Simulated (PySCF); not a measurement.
## Spinor energies of Fe⁺ (iron, charge +1)

Start: [Ar] 3d7; 3d3/2 filled at m_j = +1/2, +3/2; 3d5/2 filled at m_j = -3/2, -1/2, +1/2, +3/2, +5/2. Calculated with PySCF 2.14 in x2c-SVPall-2c with one added diffuse shell each of s, d type (6s5p4d1f, 48 functions): generalised Hartree-Fock with the X2C-1e Hamiltonian and a Gaussian nucleus; one run each with spin-orbit coupling (SO) switched off, then screened by Boettger's factors. This is a chosen level, not necessarily the ground level.

```
spinor shell  electrons  ε, spin-free (eV)  ε, screened SO (eV)  weight of nominal j (screened SO)  rms radius, screened SO (bohr)
       1s1/2          2            -7175.2              -7175.2                              1.000                          0.0676
       2s1/2          2            -883.83              -883.84                              1.000                           0.288
       2p1/2          2            -750.04              -759.00                              0.996                           0.259
       3s1/2          2            -117.87              -117.89                              1.000                           0.876
       3p3/2          4            -77.826              -76.858                              0.822                           0.944
       3p1/2          2            -77.826              -79.843                              0.644                           0.942
       3d5/2          5            -18.957              -20.018                              0.586                            1.32
       3d3/2          2            -18.957              -16.398                              0.683                            1.46
```

(1) Where does 2p3/2 lie, and what is the 2p spin-orbit splitting (screened SO)?

```csv
quantity,spin-free,screened SO
E (hartree),-1270.84184,-1270.85808
M_J,9/2,9/2
⟨J²⟩,24.764,24.764
⟨L²⟩,12.004,11.975
⟨S²⟩,3.760,3.789
```

Each row is a mean over spinors that exchange with the open shell spreads, by up to 12.399 eV (3p3/2).

Rows whose weight is well below 1 are mixtures of j = l ± 1/2: exchange outweighs spin-orbit coupling there, and the label is only the starting occupation.

Without spin-orbit coupling the j labels of p, d and f shells carry no meaning; the spin-free column gives the mean over the occupied spinors of each nl shell.

## Answers

(1) At -745.67 eV, 13.333 eV above 2p1/2.
